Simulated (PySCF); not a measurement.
Geometry:
```
atom   x (Å)   y (Å)   z (Å)
  C1   1.817   0.066   1.118
  N2   1.344   0.563  -0.160
 Si3   0.531  -0.478  -1.294
  C4  -1.088  -1.029  -0.481
 Si5  -2.147   0.417   0.174
  O6  -1.198   1.500   0.919
  H7   2.036   0.901   1.787
  H8   1.037  -0.543   1.569
  H9   2.721  -0.546   1.025
 H10   2.024   1.192  -0.564
 H11   0.326   0.406  -2.444
 H12   1.323  -1.654  -1.699
 H13  -0.870  -1.713   0.339
 H14  -1.664  -1.607  -1.201
 H15  -2.842   1.046  -0.954
 H16  -3.084  -0.031   1.203
 H17  -0.273   1.521   0.652
```

Geometry: GFN2-xTB; GIAO shifts from PySCF 2.14.0 with density-fitted response routines, gas phase, non-relativistic, averaged over equivalent atoms.

At KT2/pcSseg-1 (171 basis functions, 23 s wall time on 1 thread of an AMD EPYC 9R14, shared host):
```tsv
atoms	δ (ppm)
C1	33.1
C4	-3.1
N2	29.1
Si5	-19.9
Si3	-29.3
O6	31.7
H15/H16	5.47
H11/H12	5.21
H17	3.67
H7/H8/H9	2.85
H10	0.18
H13/H14	0.10
```

δ = σ(ref) − σ, references computed at the same level: TMS for 13C (σref 185.60) and 29Si (σref 357.42) and 1H (σref 31.62); 15N (σref 266.52) against NH3; 17O (σref 332.32) against H2O.

Question: Predict the values at PBE0/pcSseg-1 on the same geometry.

Answer: 
```tsv
atoms	δ at PBE0/pcSseg-1	change
C1	31.5	-1.6
C4	-4.5	-1.4
N2	22.6	-6.5
Si5	-20.4	-0.5
Si3	-28.2	+1.1
O6	26.7	-5.0
H15/H16	5.24	-0.23
H11/H12	5.01	-0.20
H17	3.97	+0.30
H7/H8/H9	2.74	-0.11
H10	0.08	-0.10
H13/H14	-0.02	-0.12
```

References, each an isolated molecule treated in the same way: 13C (σref 186.93), 29Si (σref 349.16), 1H (σref 31.72) against TMS; 15N (σref 267.73) vs NH3; 17O (σref 336.08) against H2O.

The largest change is at N2 (nitrogen bonded to C, Si, H). Cost: 171 basis functions, 49 s wall time on 1 thread of an Arm Neoverse N1, shared host.

Experimental scales use liquid or dissolved standards, which lie at an offset from isolated NH3 (liquid NH3: subtract about 20 ppm) and H2O (liquid H2O: subtract about 36 ppm).
